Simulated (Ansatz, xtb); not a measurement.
# A geometry optimisation of AlClGaH3 with r2SCAN-D4/def2-SVP

The starting geometry of this gas-phase singlet was built from a drawn formula by distance geometry; its bonds are those of `[AlH2][GaH][Cl]`.

| atom | x (Å) | y (Å) | z (Å) |
| --- | --- | --- | --- |
| Al | -1.2817 | 3.4037 | -0.7178 |
| Cl | 1.8428 | 1.4045 | -0.9237 |
| Ga | 0.5591 | 2.3010 | 0.6745 |
| H | -1.2920 | 3.5392 | -2.3138 |
| H | -2.2872 | 4.1697 | 0.2835 |
| H | 0.8400 | 2.4402 | 2.0493 |

Question: Where would you expect an optimisation with r2SCAN-D4/def2-SVP to take it?

Answer: It keeps its bonds, and is `[AlH2][GaH][Cl]`. Distances that change by over a tenth: Ga3–H6 (1.41 → 1.57 Å).

The energy falls by 0.58 eV over 19 steps:

```json
{"step": "1", "E − E(last) (eV)": "0.579"}
{"step": "3", "E − E(last) (eV)": "0.089"}
{"step": "5", "E − E(last) (eV)": "0.081"}
{"step": "7", "E − E(last) (eV)": "0.079"}
{"step": "9", "E − E(last) (eV)": "0.064"}
{"step": "11", "E − E(last) (eV)": "0.051"}
{"step": "13", "E − E(last) (eV)": "0.027"}
{"step": "15", "E − E(last) (eV)": "0.005"}
{"step": "17", "E − E(last) (eV)": "0.000"}
{"step": "19", "E − E(last) (eV)": "0.000"}
```

Final geometry (Å):

```tsv
atom	x (Å)	y (Å)	z (Å)
Al	-1.2663	3.5526	-0.6680
Cl	1.1302	0.6655	-0.4254
Ga	0.6610	2.5635	0.5684
H	-1.0144	4.4824	-1.9357
H	-2.7582	3.1743	-0.2611
H	1.6284	2.8200	1.7739
```

From the same start GFN2-xTB ends elsewhere, differing in Al1–H6 (1.57 against 3.86 Å here), Ga3–H6 (3.23 against 1.57 Å here).

No frequencies were run, so the end isn't proven a minimum. Run with Ansatz 0.2.0, 37 s on 1 thread of Intel(R) Xeon(R) 6975P-C (Granite Rapids), with other jobs on the host.
